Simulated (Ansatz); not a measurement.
```yaml
crystal:
  periodic: [true, true, true]
  atoms:
    - {symbol: F, position_ang: [-0.590927, -0.199763, 1.255165]}
    - {symbol: C, position_ang: [-0.035418, 0.106012, 0.077317]}
    - {symbol: Br, position_ang: [1.782833, -0.531173, 0.033226]}
    - {symbol: Br, position_ang: [-1.097159, -0.632612, -1.351358]}
    - {symbol: H, position_ang: [-0.009429, 1.183938, -0.055750]}
basis:
  gaussian: {orbitals: ANO-RCC-VTZP}
hamiltonian: {xc: {name: LC-wPBE}}
```

```sh
$ ansatz run in.yaml --threads 4 --pin off --events-out ev --progress --plain --max-ram 10444MiB
```

Output, abridged:

```
Error: YAML parse error: error: line 2 column 3: crystal: missing field `lattice` (a structure is typed as `lattice` and `atoms`, a molecule's as `atoms` in Å alone, or read from a run's directory, `checkpoint`)
 --> <input>:2:3
1 | crystal:
2 |   periodic: [true, true, true]
3 |   atoms:
4 |     - {symbol: F, position_ang: [-0.590927, -0.199763, 1.255165]}
```

In this input the molecule is marked periodic without a cell. The input was rejected before any iteration.
